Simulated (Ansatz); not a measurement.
System: CdI, charge 0, multiplicity 2. The spin state was set by rule; other spins were not relaxed. 
Coordinates optimised at B3LYP-D3(BJ)/def2-TZVP (Ansatz, a quantum-chemistry and plane-wave program):
```
Cd
I 1 2.7554
```
Charge 0, spin multiplicity 2.

Basis-set convergence of Hartree-Fock and CCSD correlation energies (hartree) with Ansatz. Valence correlation only, unless marked. UHF or UKS for open shells. Spin-orbit coupling is left out. The frozen core is the preceding noble-gas configuration, with the filled d and f shells of earlier blocks. Past Kr the def2 sets carry scalar-relativistic core potentials.

```
basis        functions       E(HF)  E(corr, CCSD)
-----------  ---------  ----------  -------------
def2-SVPD           69  -463.53766       -0.36787
def2-TZVPPD        115  -463.58197       -0.54285
def2-QZVPPD        179  -463.58478       -0.59509
```

Extrapolating the two largest sets (X = 3 and 4) as X^-3: E(corr) = (64·(-0.59509) - 27·(-0.54285))/37 = -0.6332 Eh, an estimate of the basis-set limit. The largest set recovers 94.0 % of it, the smallest 58.1 %.
